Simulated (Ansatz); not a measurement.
Molecule: C3H5S, net charge -1, singlet state. It need not be the lowest isomer of its formula. Whether it binds its extra electron was not tested at this geometry. 
Coordinates optimised at B3LYP-D3(BJ)/def2-TZVP (Ansatz, a program for electronic structure):
```
C
H 1 1.1026
H 1 1.1115 2 107.49
C 1 1.5291 2 115.32 3 -119.86
H 4 1.0934 1 118.18 2 87.11
H 4 1.0946 5 110.21 1 129.13
C 1 1.5487 2 115.33 3 130.90
H 7 1.1047 1 111.02 2 -102.82
S 4 1.8396 5 115.47 6 124.53
```
Charge -1, spin multiplicity 1.

Total electronic energies in hartree. Cores are frozen in the correlated levels unless marked. Spin-orbit coupling is left out. No relativistic terms. CBS(X,Y): correlation extrapolated as X^-3; Hartree-Fock from the larger set. The bracket is a focal-point correction in the basis named.

```
level                                                                             program  energy (Eh)
-------------------------------------------------------------------------  --------------  -----------
B3LYP-D4/def2-TZVPD                                                        Ansatz + dftd4   -515.53098
CAM-B3LYP/def2-TZVPD                                                               Ansatz   -515.43303
MP2/aug-cc-pV(T+d)Z                                                                Ansatz   -514.71082
SCS-MP2/STO-3G                                                                     Ansatz   -508.21567
SCS-MP2/aug-cc-pV(D+d)Z                                                            Ansatz   -514.54308
CCSD/cc-pVTZ                                                                       Ansatz   -514.71919
CCSD/cc-pwCVTZ                                                                     Ansatz   -514.72958
CCSD(T)/cc-pV(T+d)Z                                                                Ansatz   -514.75797
RI-MP2/CBS(aug-cc-pV(T+d)Z,aug-cc-pV(Q+d)Z)+[CCSD(T)-MP2]/aug-cc-pV(T+d)Z          Ansatz    -514.8625
```

Totals of different functionals don't rank their quality; only differences between species are comparable.
